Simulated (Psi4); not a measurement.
Psi4 input (wB97X-D/6-31G*):

```
memory 1500 MB

molecule {
0 2
Si   -0.35855400   -0.10157500   -0.14483900
O    -0.54971100   -0.17916400    1.36867800
O     1.04414900    0.31503800   -0.88422000
H     1.06425400    0.33505100   -1.84792100
symmetry c1
no_reorient
no_com
}

set {
  basis 6-31G*
  reference uks
  scf_type pk
  dft_radial_points 99
  dft_spherical_points 590
  e_convergence 1e-8
  d_convergence 1e-7
  maxiter 150
}

e = energy('wb97x-d')
print_out(f'\nFINAL {e:.10f} DIPOLE {variable("CURRENT DIPOLE")[0]:.6f} {variable("CURRENT DIPOLE")[1]:.6f} {variable("CURRENT DIPOLE")[2]:.6f}\n')
```

Output:

```
   => Loading Basis Set <=

    Name: 6-31G*
    Role: ORBITAL
    Keyword: BASIS
    atoms 1   entry SI         line   268 file 6-31gs.gbs
    atoms 2-3 entry O          line   145 file 6-31gs.gbs
    atoms 4   entry H          line    44 file 6-31gs.gbs

   => WB97X-D: Empirical Dispersion <=

    Chai and Head-Gordon Dispersion Correction
    Chai, J.-D.; Head-Gordon, M. (2010), J. Chem. Phys., 132: 6615-6620

        s6 =       1.000000

         ---------------------------------------------------------
                                   SCF
               by Justin Turney, Rob Parrish, Andy Simmonett
                          and Daniel G. A. Smith
                              UKS Reference
         ---------------------------------------------------------

  ==> Geometry <==

    Molecular point group: c1
    Full point group: C1

    Geometry (in Angstrom), charge = 0, multiplicity = 2:

       Center              X                  Y                   Z               Mass
    ------------   -----------------  -----------------  -----------------  -----------------
         SI          -0.358554000000    -0.101575000000    -0.144839000000    27.976926534650
         O           -0.549711000000    -0.179164000000     1.368678000000    15.994914619570
         O            1.044149000000     0.315038000000    -0.884220000000    15.994914619570
         H            1.064254000000     0.335051000000    -1.847921000000     1.007825032230

  Running in c1 symmetry.

  Rotational constants: A =      2.07463  B =      0.24833  C =      0.22178 [cm^-1]
  Rotational constants: A =  62195.86360  B =   7444.73805  C =   6648.87869 [MHz]
  Nuclear repulsion =   95.862072131994026

  Charge       = 0
  Multiplicity = 2
  Electrons    = 31
  Nalpha       = 16
  Nbeta        = 15

  ==> Algorithm <==

  SCF Algorithm Type is PK.
  DIIS enabled.
  MOM disabled.
  Fractional occupation disabled.
  Guess Type is SAD.
  Energy threshold   = 1.00e-08
  Density threshold  = 1.00e-07
  Integral threshold = 1.00e-12

  ==> Primary Basis <==

  Basis Set: 6-31G*
    Blend: 6-31G*
    Number of shells: 22
    Number of basis functions: 51
    Number of Cartesian functions: 51
    Spherical Harmonics?: false
    Max angular momentum: 2

  ==> DFT Potential <==

   => LibXC <=

    Version 7.1.2
    S. Lehtola, C. Steigemann, M. J. T. Oliveira, and M. A. L. Marques,  SoftwareX 7, 1–5 (2018) (10.1016/j.softx.2017.11.002)

   => Composite Functional: WB97X-D <=

    wB97X-D Hyb-GGA Exchange-Correlation Functional

    J.-D. Chai and M. Head-Gordon,  Phys. Chem. Chem. Phys. 10, 6615–6620 (2008) (10.1039/B810189B)

    Deriv               =              1
    GGA                 =           TRUE
    Meta                =          FALSE

    Exchange Hybrid     =           TRUE
    MP2 Hybrid          =          FALSE

   => Exchange-Correlation Functionals <=

    1.0000   wB97X-D range-separated functional

   => Exact (HF) Exchange <=

    0.7780            HF,LR [omega = 0.2000]
    0.2220               HF

   => LibXC Density Thresholds  <==

    XC_HYB_GGA_XC_WB97X_D:  1.00E-14

   => Molecular Quadrature <=

    Radial Scheme          =       TREUTLER
    Pruning Scheme         =           NONE
    Nuclear Scheme         =       TREUTLER

    Blocking Scheme        =         OCTREE
    BS radius alpha        =              1
    Pruning alpha          =              1
    Radial Points          =             99
    Spherical Points       =            590
    Total Points           =         224073
    Total Blocks           =           1699
    Max Points             =            256
    Max Functions          =             50
    Weights Tolerance      =       1.00E-15

  ==> Integral Setup <==

  Using in-core PK algorithm.
   Calculation information:
      Number of atoms:                   4
      Number of AO shells:              22
      Number of primitives:             61
      Number of atomic orbitals:        51
      Number of basis functions:        51

      Integral cutoff                 1.00e-12
      Number of threads:                 1

  Performing in-core PK
  Using 2639403 doubles for integral storage.
  We computed 30573 shell quartets total.
  Whereas there are 32131 unique shell quartets.

  Computing range-separated integrals for PK
  We computed 30573 wK shell quartets total.
  Whereas there are 32131 wK unique shell quartets.

  ==> DiskJK: Disk-Based J/K Matrices <==

    J tasked:                  Yes
    K tasked:                  Yes
    wK tasked:                 Yes
    Omega:               2.000E-01
    Schwarz Cutoff:          1E-12


  Cached 100.0% of DFT collocation blocks in 0.278 [GiB].

  Minimum eigenvalue in the overlap matrix is 9.2576383737E-03.
  Reciprocal condition number of the overlap matrix is 1.7110510686E-03.
    Using symmetric orthogonalization.

  ==> Pre-Iterations <==

  SCF Guess: Superposition of Atomic Densities via on-the-fly atomic UHF (no occupation information).

   -------------------------
    Irrep   Nso     Nmo
   -------------------------
     A         51      51
   -------------------------
    Total      51      51
   -------------------------

  ==> Iterations <==

                        Total Energy        Delta E     RMS |[F,P]|

   @UKS iter SAD:  -439.64645809423865   -4.39646e+02   0.00000e+00
   @UKS iter   1:  -440.12851345790892   -4.82055e-01   1.74338e-02 DIIS/ADIIS
   @UKS iter   2:  -439.37119367605374    7.57320e-01   3.07242e-02 DIIS/ADIIS
   @UKS iter   3:  -440.43218732644897   -1.06099e+00   4.89849e-03 DIIS/ADIIS
   @UKS iter   4:  -440.45207938635230   -1.98921e-02   2.10678e-03 DIIS/ADIIS
   @UKS iter   5:  -440.45631498028780   -4.23559e-03   3.10277e-04 DIIS/ADIIS
   @UKS iter   6:  -440.45652045520239   -2.05475e-04   1.10362e-04 DIIS/ADIIS
   @UKS iter   7:  -440.45657736907754   -5.69139e-05   4.88279e-05 DIIS
   @UKS iter   8:  -440.45660450279064   -2.71337e-05   2.35544e-05 DIIS
   @UKS iter   9:  -440.45661239034911   -7.88756e-06   1.04738e-05 DIIS
   @UKS iter  10:  -440.45661367514361   -1.28479e-06   2.84143e-06 DIIS
   @UKS iter  11:  -440.45661378817340   -1.13030e-07   1.14026e-06 DIIS
   @UKS iter  12:  -440.45661380084147   -1.26681e-08   2.94777e-07 DIIS
   @UKS iter  13:  -440.45661380184572   -1.00425e-09   1.00386e-07 DIIS
   @UKS iter  14:  -440.45661380192712   -8.13998e-11   3.15464e-08 DIIS
  Energy and wave function converged.

  ==> Post-Iterations <==

   Electrons on quadrature grid:
      Nalpha   =   15.9999999406 ; deviation = -5.943e-08
      Nbeta    =   14.9999999323 ; deviation = -6.775e-08
      Ntotal   =   30.9999998728 ; deviation = -1.272e-07

   @Spin Contamination Metric:   5.083416286E-03
   @S^2 Expected:                7.500000000E-01
   @S^2 Observed:                7.550834163E-01
   @S   Expected:                5.000000000E-01
   @S   Observed:                5.000000000E-01

    Orbital Energies [Eh]
    ---------------------

    Alpha Occupied:

       1A    -66.337155     2A    -19.328289     3A    -19.254978
       4A     -5.449828     5A     -3.796098     6A     -3.794437
       7A     -3.791485     8A     -1.155749     9A     -1.036738
      10A     -0.675994    11A     -0.541582    12A     -0.480851
      13A     -0.480293    14A     -0.405854    15A     -0.396901
      16A     -0.336426

    Alpha Virtual:

      17A      0.027962    18A      0.110135    19A      0.138001
      20A      0.202147    21A      0.277097    22A      0.312286
      23A      0.390090    24A      0.465023    25A      0.649272
      26A      0.651242    27A      0.706652    28A      0.854167
      29A      0.927084    30A      0.980677    31A      1.003711
      32A      1.050400    33A      1.081405    34A      1.111405
      35A      1.208321    36A      1.225152    37A      1.321835
      38A      1.370935    39A      1.784513    40A      1.889575
      41A      1.892126    42A      1.926267    43A      2.004136
      44A      2.154710    45A      2.189520    46A      2.478058
      47A      2.641576    48A      2.815484    49A      3.013908
      50A      3.672264    51A      3.748242

    Beta Occupied:

       1A    -66.334936     2A    -19.324435     3A    -19.248409
       4A     -5.447249     5A     -3.794383     6A     -3.791025
       7A     -3.788440     8A     -1.145092     9A     -1.016458
      10A     -0.667937    11A     -0.514559    12A     -0.475779
      13A     -0.448082    14A     -0.390880    15A     -0.383589

    Beta Virtual:

      16A     -0.079440    17A      0.049753    18A      0.118219
      19A      0.147331    20A      0.210804    21A      0.288015
      22A      0.317547    23A      0.395679    24A      0.485828
      25A      0.678192    26A      0.681411    27A      0.723259
      28A      0.861260    29A      0.932685    30A      0.989449
      31A      1.007416    32A      1.063023    33A      1.095661
      34A      1.115826    35A      1.221797    36A      1.231956
      37A      1.328922    38A      1.375803    39A      1.786279
      40A      1.898575    41A      1.901251    42A      1.936492
      43A      2.009676    44A      2.166845    45A      2.203104
      46A      2.480923    47A      2.650922    48A      2.829313
      49A      3.029908    50A      3.678609    51A      3.757962

    Final Occupation by Irrep:
              A
    DOCC [    15 ]
    SOCC [     1 ]
    NA   [    16 ]
    NB   [    15 ]

  @UKS Final Energy:  -440.45661380192712

   => Energetics <=

    Nuclear Repulsion Energy =             95.8620721319940259
    One-Electron Energy =                -799.7337426090487043
    Two-Electron Energy =                 290.9459224907297994
    DFT Exchange-Correlation Energy =     -27.5306282559722426
    Empirical Dispersion Energy =          -0.0002375596300196
    VV10 Nonlocal Energy =                  0.0000000000000000
    Total Energy =                       -440.4566138019271193

  UHF NO Occupations:
  HONO-2 :   14  A 1.9995535
  HONO-1 :   15  A 1.9983010
  HONO-0 :   16  A 1.0000000
  LUNO+0 :   17  A 0.0016990
  LUNO+1 :   18  A 0.0004465
  LUNO+2 :   19  A 0.0003029
  LUNO+3 :   20  A 0.0000367

Computation Completed

Properties will be evaluated at   0.000000,   0.000000,   0.000000 [a0]

Properties computed using the SCF density matrix

 Multipole Moments:

 ------------------------------------------------------------------------------------
     Multipole            Electronic (a.u.)      Nuclear  (a.u.)        Total (a.u.)
 ------------------------------------------------------------------------------------

 L = 1.  Multiply by 2.5417464519 to convert [e a0] to [Debye]
 Dipole X            :          0.1382551            0.0000038            0.1382589
 Dipole Y            :          0.0668660           -0.0000132            0.0668527
 Dipole Z            :         -1.8233130           -0.0000057           -1.8233187
 Magnitude           :                                                    1.8297748

 ------------------------------------------------------------------------------------

FINAL -440.4566138019 DIPOLE 0.138259 0.066853 -1.823319

*** Psi4 exiting successfully. Buy a developer a beer!
```

The geometry given is a B3LYP-D3(BJ)/def2-TZVP minimum.
